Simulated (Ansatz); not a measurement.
Stepwise reaction of `CN[SiH2]NC` with water, as a gas-phase model of exchange steps in deposition or etching. ΔE in kJ/mol.

Computed with Ansatz on PBE0-D4/def2-TZVP structures; ΔE is electronic, products minus reactants. CCSD(T)/CBS adds triple-zeta CCSD(T) − MP2 to the extrapolated MP2 energy (def2 sets, frozen cores). This one scheme is used for every species. Functionals use def2-TZVPP. B3LYP here is the variant with VWN-RPA as its local correlation; programs differ in this. Each species was taken in one conformer, which may not be the lowest.

| step | reaction | PBE-D4 | B3LYP-D4 | ωB97M-V | CCSD(T)/CBS |
| --- | --- | --- | --- | --- | --- |
| 1 | `CN[SiH2]NC` + H₂O → `CN[SiH2]O` + CH₃NH₂ | -39.9 | -42.8 | -43.9 | -40.7 |

Q: Give the row of step 2, `CN[SiH2]O` + H₂O → `O[SiH2]O` + CH₃NH₂. (Estimate.)

A: The calculation gave: 
| step | reaction | PBE-D4 | B3LYP-D4 | ωB97M-V | CCSD(T)/CBS |
| --- | --- | --- | --- | --- | --- |
| 2 | `CN[SiH2]O` + H₂O → `O[SiH2]O` + CH₃NH₂ | -39.8 | -44.1 | -44.6 | -42.2 |

Q: By hand: ΔE of the 2 steps together at CCSD(T)/CBS.

A: (-40.7) + (-42.2) = -82.9 kJ/mol, or -41.5 kJ/mol a step.

In ΔE the steps differ by no more than 1.5 kJ/mol. All are downhill at CCSD(T)/CBS. PBE-D4 differs from CCSD(T)/CBS by 0.8 to 2.4 kJ/mol a step. Isolated molecules leave out the surface, adducts and barriers. Largest T1 diagnostic: 0.011.
